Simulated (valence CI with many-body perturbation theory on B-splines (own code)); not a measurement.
## W34+: E2, M1 decay

Computed by valence CI with perturbative core correlation (CI+MBPT): four valence electrons over a frozen Dirac-Fock core [Kr], a basis of 9 s, 9 p, 10 d, 8 f, 5 g, 3 h, 1 i functions for each j, with the one-electron correlation potential Σ1 (screened to all orders), the two-electron term Σ2, the three-electron term Σ3, Breit, model QED; selected single and double excitations, second order for the rest (own B-spline code, finite nucleus).

No measured spectrum was set against this ion. As an estimate, large intervals hold to a few tenths of a per cent, small ones and those within an open d or f shell to about a per cent. Only levels of the ground parity were solved; by the run's estimate the other parity begins above the list, which can be wrong where configurations are misplaced.

Lines 51 to 100 of 120 in falling wavelength, among levels below 732690 cm⁻¹, chosen from the decays that carry over 1 % of a level's rate. Wavelengths and rates use the calculated energies. Electric multipoles are in the length gauge, E1 and E2 with the static RPA response of the core. Weak lines are less certain than strong ones. Lines between different terms over intervals too small for the method are left out, as are lines whose strength nearly cancels. The highest levels of a list are the least certain. Branching is blank where the lifetime is uncertain.

Levels are named by their leading jj configuration (3d3/2^4 stands for four electrons in 3d with j = 3/2), which in mixed levels can hold well under half, so a name can repeat and another be missing. Letters in brackets count levels of one name in rising energy.

| λ vac (nm) | Upper | Lower | Type | A (s⁻¹) | Branch % |
| --- | --- | --- | --- | --- | --- |
| 68.59 | (4d3/2^2 4d5/2^2) J=6 | (4d3/2^3 4d5/2) J=4 | E2 | 3.72e+00 | 26.7 |
| 68.39 | (4d3/2^2 4d5/2^2) J=4 [b] | (4d3/2^3 4d5/2) J=3 | M1 | 9.22e+03 | 90.8 |
| 68.38 | (4d3/2 4d5/2^3) J=2 [a] | (4d3/2^2 4d5/2^2) J=2 [b] | M1 | 2.35e+04 | 22.5 |
| 68.15 | (4d3/2 4d5/2^3) J=3 [a] | (4d3/2^2 4d5/2^2) J=3 [a] | M1 | 4.46e+04 | 36.6 |
| 66.94 | (4d3/2 4d5/2^3) J=4 [a] | (4d3/2^2 4d5/2^2) J=4 [a] | M1 | 7.33e+04 | 69.9 |
| 66.75 | (4d3/2^2 4d5/2^2) J=2 [b] | (4d3/2^3 4d5/2) J=3 | M1 | 1.92e+02 | 1.3 |
| 66.60 | (4d3/2 4d5/2^3) J=5 | (4d3/2^2 4d5/2^2) J=5 | M1 | 1.66e+04 | 28.3 |
| 66.59 | (4d3/2 4d5/2^3) J=4 [b] | (4d3/2^2 4d5/2^2) J=4 [c] | M1 | 2.12e+04 | 25.6 |
| 66.40 | (4d3/2^2 4d5/2^2) J=2 [a] | (4d3/2^3 4d5/2) J=1 | M1 | 6.59e+04 | 81.8 |
| 66.24 | (4d3/2 4d5/2^3) J=2 [a] | (4d3/2^2 4d5/2^2) J=3 [b] | M1 | 2.98e+04 | 28.6 |
| 65.61 | (4d3/2 4d5/2^3) J=3 [b] | (4d3/2^2 4d5/2^2) J=2 [b] | M1 | 1.33e+04 | 17.6 |
| 65.51 | (4d5/2^4) J=4 | (4d3/2 4d5/2^3) J=5 | M1 | 2.08e+04 | 12.4 |
| 64.80 | (4d3/2 4d5/2^3) J=6 | (4d3/2^2 4d5/2^2) J=5 | M1 | 2.81e+04 | 54.8 |
| 64.63 | (4d5/2^4) J=2 | (4d3/2 4d5/2^3) J=3 [b] | M1 | 1.39e+04 | 8.0 |
| 64.36 | (4d3/2 4d5/2^3) J=3 [a] | (4d3/2^2 4d5/2^2) J=2 [a] | M1 | 6.73e+04 | 55.3 |
| 64.10 | (4d3/2 4d5/2^3) J=3 [b] | (4d3/2^2 4d5/2^2) J=4 [b] | M1 | 9.76e+03 | 12.9 |
| 64.00 | (4d3/2 4d5/2^3) J=1 [b] | (4d3/2^2 4d5/2^2) J=2 [c] | M1 | 2.64e+04 | 28.1 |
| 63.93 | (4d3/2 4d5/2^3) J=3 [c] | (4d3/2^2 4d5/2^2) J=2 [c] | M1 | 1.84e+04 | 29.8 |
| 63.84 | (4d3/2^2 4d5/2^2) J=3 [b] | (4d3/2^3 4d5/2) J=2 | M1 | 1.28e+03 |  |
| 63.63 | (4d3/2 4d5/2^3) J=3 [b] | (4d3/2^2 4d5/2^2) J=3 [b] | M1 | 2.83e+04 | 37.5 |
| 63.38 | (4d3/2^3 4d5/2) J=2 | (4d3/2^4) J=0 | E2 | 2.38e+01 | 1.6 |
| 63.18 | (4d3/2^2 4d5/2^2) J=3 [b] | (4d3/2^3 4d5/2) J=4 | M1 | 2.63e+04 |  |
| 62.72 | (4d3/2^2 4d5/2^2) J=4 [b] | (4d3/2^3 4d5/2) J=4 | M1 | 3.46e+02 | 3.4 |
| 62.15 | (4d5/2^4) J=2 | (4d3/2 4d5/2^3) J=2 [a] | M1 | 4.33e+04 | 25.0 |
| 61.96 | (4d3/2^2 4d5/2^2) J=2 [b] | (4d3/2^3 4d5/2) J=2 | M1 | 1.01e+04 | 70.8 |
| 60.74 | (4d3/2 4d5/2^3) J=2 [a] | (4d3/2^2 4d5/2^2) J=1 | M1 | 1.46e+04 | 14.0 |
| 58.98 | (4d3/2 4d5/2^3) J=5 | (4d3/2^2 4d5/2^2) J=4 [a] | M1 | 9.50e+03 | 16.2 |
| 58.69 | (4d3/2 4d5/2^3) J=1 [a] | (4d3/2^2 4d5/2^2) J=2 [a] | M1 | 6.09e+04 | 38.6 |
| 58.40 | (4d5/2^4) J=4 | (4d3/2 4d5/2^3) J=3 [a] | M1 | 5.33e+04 | 31.7 |
| 58.19 | (4d3/2 4d5/2^3) J=2 [b] | (4d3/2^2 4d5/2^2) J=2 [c] | M1 | 2.76e+04 | 39.5 |
| 57.86 | (4d5/2^4) J=4 | (4d3/2 4d5/2^3) J=4 [a] | M1 | 7.99e+04 | 47.6 |
| 56.88 | (4d3/2 4d5/2^3) J=1 [a] | (4d3/2^2 4d5/2^2) J=0 [a] | M1 | 5.85e+04 | 37.0 |
| 53.24 | (4d3/2^2 4d5/2^2) J=2 [c] | (4d3/2^3 4d5/2) J=3 | M1 | 5.56e+04 | 75.0 |
| 52.96 | (4d5/2^4) J=2 | (4d3/2 4d5/2^3) J=1 [a] | M1 | 6.21e+04 | 35.9 |
| 52.73 | (4d3/2 4d5/2^3) J=2 [a] | (4d3/2^2 4d5/2^2) J=3 [a] | M1 | 2.91e+04 | 27.9 |
| 51.47 | (4d3/2 4d5/2^3) J=1 [b] | (4d3/2^2 4d5/2^2) J=2 [b] | M1 | 2.10e+03 | 2.2 |
| 51.06 | (4d3/2 4d5/2^3) J=3 [b] | (4d3/2^2 4d5/2^2) J=3 [a] | M1 | 8.66e+03 | 11.5 |
| 50.49 | (4d3/2 4d5/2^3) J=3 [c] | (4d3/2^2 4d5/2^2) J=4 [b] | M1 | 2.95e+03 | 4.8 |
| 50.15 | (4d3/2^2 4d5/2^2) J=2 [c] | (4d3/2^3 4d5/2) J=2 | M1 | 1.67e+04 | 22.5 |
| 50.11 | (4d3/2 4d5/2^3) J=0 | (4d3/2^2 4d5/2^2) J=1 | M1 | 4.25e+04 | 84.5 |
| 50.07 | (4d3/2^2 4d5/2^2) J=4 [c] | (4d3/2^3 4d5/2) J=3 | M1 | 1.80e+04 | 75.9 |
| 49.98 | (4d3/2 4d5/2^3) J=3 [b] | (4d3/2^2 4d5/2^2) J=4 [a] | M1 | 1.03e+04 | 13.6 |
| 49.35 | (4d3/2^2 4d5/2^2) J=2 [b] | (4d3/2^3 4d5/2) J=1 | M1 | 3.04e+03 | 21.2 |
| 49.06 | (4d5/2^4) J=2 | (4d3/2 4d5/2^3) J=3 [a] | M1 | 4.41e+04 | 25.4 |
| 48.91 | (4d3/2 4d5/2^3) J=3 [b] | (4d3/2^2 4d5/2^2) J=2 [a] | M1 | 1.88e+03 | 2.5 |
| 48.82 | (4d3/2 4d5/2^3) J=4 [b] | (4d3/2^2 4d5/2^2) J=3 [b] | M1 | 2.13e+04 | 25.7 |
| 47.65 | (4d3/2 4d5/2^3) J=2 [b] | (4d3/2^2 4d5/2^2) J=2 [b] | M1 | 2.33e+03 | 3.3 |
| 47.02 | (4d3/2 4d5/2^3) J=1 [b] | (4d3/2^2 4d5/2^2) J=1 | M1 | 1.36e+04 | 14.4 |
| 46.59 | (4d3/2 4d5/2^3) J=2 [b] | (4d3/2^2 4d5/2^2) J=3 [b] | M1 | 7.45e+03 | 10.7 |
| 44.52 | (4d5/2^4) J=4 | (4d3/2^2 4d5/2^2) J=4 [c] | M1 | 5.32e+03 | 3.2 |
